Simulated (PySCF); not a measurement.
# Correlation energy of Kr³⁺ (krypton, charge +3)

Starting occupation: [Ar] 3d10 4s1 4p4, 4s1/2 with m_j = +1/2, 4p1/2 with m_j = +1/2, 4p3/2 with m_j = -1/2, +1/2, +3/2. Calculation: PySCF 2.14, in x2c-TZVPall-2c with one added diffuse shell each of s, p, d type (7s8p5d1f, 63 functions); X2C-1e with screened-nucleus spin-orbit coupling, Gaussian nucleus. Frozen: [Ne]; 23 electrons correlated.

MP2 pair energies summed by pair of shells (mhartree):

| pair | energy | share (%) |
| --- | --- | --- |
| 3d-3d | -83.24 | 25.0 |
| 4p-4p | -77.05 | 23.2 |
| 3d-3p | -67.38 | 20.2 |
| 3d-4p | -24.45 | 7.3 |
| 3p-3p | -22.56 | 6.8 |
| 3d-3s | -19.49 | 5.9 |
| 3p-3s | -10.51 | 3.2 |
| 4p-4s | -10.48 | 3.2 |
| 3p-4p | -6.86 | 2.1 |
| 3d-4s | -5.61 | 1.7 |
| 3s-4p | -1.80 | 0.5 |
| 3p-4s | -1.66 | 0.5 |
| 3s-3s | -1.33 | 0.4 |
| 3s-4s | -0.34 | 0.1 |

Total MP2 correlation energy: -332.77 mhartree.

The GHF reference relaxed away from the jj start to a determinant that is no pure jj level (⟨S²⟩ = 3.74, ⟨J²⟩ = 8.76); the energies belong to that determinant.

This basis was not built for core-valence correlation, so the inner-shell part is incomplete.
